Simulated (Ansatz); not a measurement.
Saddle point of BH$_{3}$BrO$_{2}$F, singlet (BH₂O₂F ([OH][B]([OH])[F]) + HBr → BH₂BrO₂ ([OH][B]([OH])[Br]) + HF; bonds formed: B1–Br6, F2–H5; bonds broken: B1–F2, H5–Br6), PBE0-D4/def2-TZVP structure:

```csv
atom,x (Å),y (Å),z (Å)
B1,0.0349,-0.0179,-0.2718
F2,1.3116,0.5458,0.5330
O3,-0.1742,0.8366,-1.2923
O4,0.0234,-1.3660,-0.3876
H5,0.6591,0.7984,1.3229
Br6,-1.1240,0.5927,1.6451
H7,-0.7103,0.4557,-1.9915
H8,-0.0205,-1.8452,0.4420
```

Energies are electronic, without zero-point energy. Barriers and step energies count from the start structure reached by relaxing down the imaginary mode; all methods use the PBE0-D4 structures, on which another method's saddle can fall below an end. Computed with Ansatz 0.2.0 (basis: def2-TZVPP, with def2-QZVPP for the basis limit); correlated methods freeze the cores. Filled d shells of the heavier atoms are correlated. The def2 sets are not built for correlating such inner shells, so the correlated values are less sure here. B3LYP uses VWN-RPA correlation. Extrapolation: Hartree–Fock as exp(−7.88 √X), correlation as X^−2.97.

| method | barrier (eV) | step energy (eV) |
| --- | --- | --- |
| SPW92 | 1.068 | 0.359 |
| PBE-D4 | 1.342 | 0.402 |
| BLYP-D4 | 1.548 | 0.506 |
| r2SCAN-D4 | ? | 0.507 |
| B97M-V | 1.703 | 0.600 |
| PBE0-D4 | 1.485 | 0.461 |
| B3LYP-D4 | 1.648 | 0.551 |
| r2SCAN0-D4 | 1.538 | 0.532 |
| BHLYP-D4 | 1.817 | 0.625 |
| CAM-B3LYP-D4 | 1.688 | 0.599 |
| wB97X-V | 1.622 | 0.538 |
| wB97M-V | ? | 0.528 |
| B2PLYP | 1.687 | 0.559 |
| PBE-QIDH | 1.582 | 0.491 |
| RPA on PBE | 1.701 | 0.566 |
| HF | ? | 0.825 |
| MP2 | 1.590 | 0.462 |
| CCSD | 1.813 | 0.598 |
| CCSD(T) | 1.697 | 0.545 |

Problem. Fill in the withheld barriers. (Judge from chemistry; the value comes from the calculation.)

Solution. Computed: r2SCAN-D4 1.443; HF 2.262; wB97M-V 1.559 eV. Each is the energy of the saddle less that of the start structure, by the same method.

For comparison, the barrier by CCSD(T) at an estimated basis limit (MP2 extrapolated from triple and quadruple zeta, plus CCSD(T) − MP2 in triple zeta) is 1.672 eV.

No T1 diagnostic of these runs exceeds 0.011.

Labels in which every atom is bracketed show which atoms are joined, not bond orders.

For scale, one of the runs: CCSD(T)/def2-TZVPP, 214 basis functions, launched by `ansatz run in.yaml --threads 8 --pin off --events-out ev --progress --plain --max-ram 19148MiB`. Time: 93 s of wall clock on 8 CPU threads of an Arm Neoverse V1; the host was shared. Peak host memory: 3.5 GiB.
